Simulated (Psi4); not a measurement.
CuI (SMILES [Cu][I]), singlet, geometry from GFN2-xTB (such geometries of metal compounds can be far from the true shape) (core potentials on I); Psi4 1.11 with BLYP/def2-SVP.

Input for Psi4:
```
memory 2 GB

molecule {
0 1
  Cu   -0.00000000   -0.00000000   -1.55408011
  I     0.00000000    0.00000000    0.85034572
}

set basis def2-svp

energy('blyp')
print_variables()
```

What the program printed (banner, timings and long lists left out):

```
   => Loading Basis Set <=

    Name: DEF2-SVP
    Role: ORBITAL
    Keyword: BASIS

    !!!  WARNING: ECP capability is in beta. Please check occupations closely.  !!!

         ---------------------------------------------------------
                                   SCF
               by Justin Turney, Rob Parrish, Andy Simmonett
                          and Daniel G. A. Smith
                              RKS Reference
         ---------------------------------------------------------

  ==> Geometry <==

    Molecular point group: c2v
    Full point group: C_inf_v

    Geometry (in Angstrom), charge = 0, multiplicity = 1:

       Center              X                  Y                   Z               Mass
    ------------   -----------------  -----------------  -----------------  -----------------
         CU           0.000000000000     0.000000000000    -1.607363687612    62.929597720000
         I            0.000000000000     0.000000000000     0.797062142388   126.904471900000

  Running in c2v symmetry.

  Rotational constants: A = ************  B =      0.06931  C =      0.06931 [cm^-1]
  Rotational constants: A = ************  B =   2077.95772  C =   2077.95772 [MHz]
  Nuclear repulsion =  159.561369267002931

  Charge       = 0
  Multiplicity = 1
  Electrons    = 54
  Nalpha       = 27
  Nbeta        = 27

  ==> Algorithm <==

  SCF Algorithm Type is DF.
  DIIS enabled.
  MOM disabled.
  Fractional occupation disabled.
  Guess Type is SAD.
  Energy threshold   = 1.00e-06
  Density threshold  = 1.00e-06
  Integral threshold = 1.00e-12

  ==> Primary Basis <==

  Basis Set: DEF2-SVP
    Blend: DEF2-SVP
    Number of shells: 21
    Number of basis functions: 57
    Number of Cartesian functions: 64
    Spherical Harmonics?: true
    Max angular momentum: 3

  Core potential: DEF2-SVP
    Number of shells: 4
    Number of ECP primitives: 29
    Number of ECP core electrons: 28
    Max angular momentum: 3

  ==> DFT Potential <==

   => LibXC <=

    Version 7.1.2
    S. Lehtola, C. Steigemann, M. J. T. Oliveira, and M. A. L. Marques,  SoftwareX 7, 1–5 (2018) (10.1016/j.softx.2017.11.002)

   => Composite Functional: BLYP <=

    BLYP GGA Exchange-Correlation Functional

    P.J. Stephens et. al., J. Phys. Chem., 98, 11623-11627, 1994
    B. Miehlich et. al., Chem. Phys. Lett., 157(3), 200-206 1989

    Deriv               =              1
    GGA                 =           TRUE
    Meta                =          FALSE

[...]
   @DF-RKS iter   7: -1938.04805044233649   -9.36339e-03   1.05679e-03 DIIS/ADIIS
   @DF-RKS iter   8: -1938.04846608437447   -4.15642e-04   4.32404e-04 DIIS/ADIIS
   @DF-RKS iter   9: -1938.04852358121411   -5.74968e-05   1.17929e-04 DIIS/ADIIS
   @DF-RKS iter  10: -1938.04852822132671   -4.64011e-06   2.00550e-05 DIIS
   @DF-RKS iter  11: -1938.04852834673716   -1.25410e-07   8.23150e-07 DIIS
  Energy and wave function converged.

  ==> Post-Iterations <==

   Electrons on quadrature grid:
      Ntotal   =   54.0000024926 ; deviation = 2.493e-06

    Orbital Energies [Eh]
    ---------------------

    Doubly Occupied:

[...]
    Virtual:

[...]
    Final Occupation by Irrep:
             A1    A2    B1    B2
    DOCC [    13,    2,    6,    6 ]
    NA   [    13,    2,    6,    6 ]
    NB   [    13,    2,    6,    6 ]

  @DF-RKS Final Energy: -1938.04852834673716

   => Energetics <=

    Nuclear Repulsion Energy =            159.5613692670029309
    One-Electron Energy =               -3123.4035306092318933
    Two-Electron Energy =                1115.2502017935996719
    DFT Exchange-Correlation Energy =     -89.4565687981080515
    Empirical Dispersion Energy =           0.0000000000000000
    VV10 Nonlocal Energy =                  0.0000000000000000
    Total Energy =                      -1938.0485283467371573

Computation Completed

Properties will be evaluated at   0.000000,   0.000000,   0.000000 [a0]

Properties computed using the SCF density matrix

 Multipole Moments:

 ------------------------------------------------------------------------------------
     Multipole            Electronic (a.u.)      Nuclear  (a.u.)        Total (a.u.)
 ------------------------------------------------------------------------------------

 L = 1.  Multiply by 2.5417464519 to convert [e a0] to [Debye]
 Dipole X            :          0.0000000            0.0000000            0.0000000
 Dipole Y            :          0.0000000            0.0000000            0.0000000
 Dipole Z            :         48.8412191          -50.4311086           -1.5898895
 Magnitude           :                                                    1.5898895

 ------------------------------------------------------------------------------------

  Variable Map:
  ----------------------------------------------------------------------------
[...]
  Array Variable Map:
  ----------------------------------------------------------------------------
[...]
[...]
```
